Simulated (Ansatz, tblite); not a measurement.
Isomers of Te₂Pb₃⁺ (doublet), found by a short tight-binding search and relaxed with PBE0-D4/def2-SVP in Ansatz.

In the def2 sets Pb, Te take a core potential; there is no spin–orbit coupling. The xTB rows come from tblite. HSE06 is defined as in plane-wave codes, on full-range PBE exchange. Correlated methods freeze 20 core orbitals; core or outer-core shells of Pb, Te are correlated, in sets that lack core-valence functions. In CCSD on the charge 1 doublet the largest single amplitude is 0.27, so its Hartree–Fock determinant may place the open shell otherwise than the density functionals do.

C: At LDA (SPW92)/def2-TZVP the gap within one spin of the charge 1 doublet nearly closes, so an electron or hole may be smeared out by delocalisation error.

Other spin states weren't relaxed.

A:

```csv
atom,x (Å),y (Å),z (Å)
Pb1,-0.4947,-1.6830,-0.5879
Pb2,1.7096,-0.7417,1.7493
Pb3,0.9090,1.4897,-0.6144
Te4,-0.8901,0.4081,1.7061
Te5,-1.2338,0.5270,-2.2531
```

B:

Cartesian coordinates in Å:
```
Pb -0.612 0.090 -2.015
Pb 0.511 -2.022 0.236
Pb 0.092 1.651 1.538
Te -1.935 -0.280 0.689
Te 1.944 0.562 -0.448
```

C:

Cartesian coordinates in Å:
```
Pb 0.0839 -2.0875 0.2913
Pb 2.7278 1.1111 -1.8728
Pb -1.5909 1.3823 -0.0894
Te 1.2369 0.6619 0.5918
Te -2.4577 -1.0678 1.0791
```

D:

```
atom    x (Å)    y (Å)    z (Å)
 Pb1   0.3675   1.4412  -1.6200
 Pb2   0.9965  -0.7261   1.8197
 Pb3  -1.7690  -0.9289  -0.2569
 Te4  -0.7300   1.5792   1.1268
 Te5   1.1350  -1.3653  -1.0696
```

Task: Estimate their order by electronic energy at PBE0-D4/def2-TZVP, counted from the lowest.

Result: D (0.00) < B (0.01) < A (1.01) < C (1.24), in eV. Gaps under about 2 kJ/mol are ties within the noise of geometry and basis.

Task: Do the other levels pick the same lowest one?

Result: Not HF/def2-SVP, HF/def2-TZVP, MP2/def2-SVP, CCSD/def2-SVP, CCSD(T)/def2-SVP. Energies above each level's lowest (eV):

```
                level     A     B     C     D
             GFN1-xTB  1.47  0.14  1.76  0.00
             GFN2-xTB  0.95  0.13  1.27  0.00
          HF/def2-SVP  1.33  0.00  0.48  0.09
         HF/def2-TZVP  1.28  0.00  0.55  0.09
LDA (SPW92)/def2-TZVP  0.90  0.07  1.47  0.00
      PBE-D4/def2-SVP  0.93  0.03  1.23  0.00
     PBE-D4/def2-TZVP  0.92  0.04  1.27  0.00
  r2SCAN-D4/def2-TZVP  0.97  0.00  1.21  0.00
     PBE0-D4/def2-SVP  1.03  0.00  1.19  0.00
    PBE0-D4/def2-TZVP  1.01  0.01  1.24  0.00
   HSE06-D4/def2-TZVP  1.01  0.01  1.24  0.00
         MP2/def2-SVP  0.96  0.00  1.22  0.01
        MP2/def2-TZVP  1.03  0.02  1.56  0.00
        CCSD/def2-SVP  1.02  0.00  0.98  0.02
     CCSD(T)/def2-SVP  0.92  0.00  1.07  0.00
```
Point groups (tolerance 0.1 Å): A Cs, B not assigned, C Cs, D C2v. Lower isomers may exist.
